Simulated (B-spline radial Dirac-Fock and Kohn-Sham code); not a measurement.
**Neutral helium: differential elastic cross section for electrons at 78.3 eV**

Calculated with an atomic code on a B-spline grid, using relativistic (Dirac) partial waves in the static field of the Dirac-Fock atom with Furness-McCarthy exchange, without polarisation or absorption potentials. Below a few hundred eV the neglected polarisation potential matters, most of all at small angles.

Input of the calculation (task.json; shells as n, l, electrons):

```json
{"items": [{
  "Z": 2,
  "q": 0,
  "cfg": [[1, 0, 2]],
  "A": 4,
  "rrms": 1.6755,
  "do": "elastic",
  "energies": [[78.3, 0]],
  "theta": [0, 0.5, 1, 2, 4, 8, 12, 16, 24, 32, 45, 60, 75, 90, 105, 120, 135, 150, 165, 180]
}]}
```

Launch: `python xray2_run.py task.json out`

```csv
θ (°),dσ/dΩ (a₀²/sr)
0,1.04
0.5,1.04
1,1.04
2,1.04
4,1.03
8,1.00
12,0.952
16,0.890
24,0.743
32,0.592
45,0.390
60,0.241
75,0.159
90,0.114
105,0.0896
120,0.0752
135,0.0665
150,0.0614
165,0.0587
180,0.0578
```

The total elastic cross section is 2.58 a₀², the first transport cross section 1.38 a₀² and the second, weighted with (3/2) sin²θ, 1.99 a₀². The mean deflection is ⟨1 − cos θ⟩ = 0.535, and 19 % of the collisions scatter beyond 90°.

Phase shifts modulo π (rad) for κ = −1 to −5: 1.126, 0.329, 0.097, 0.030, 0.010.
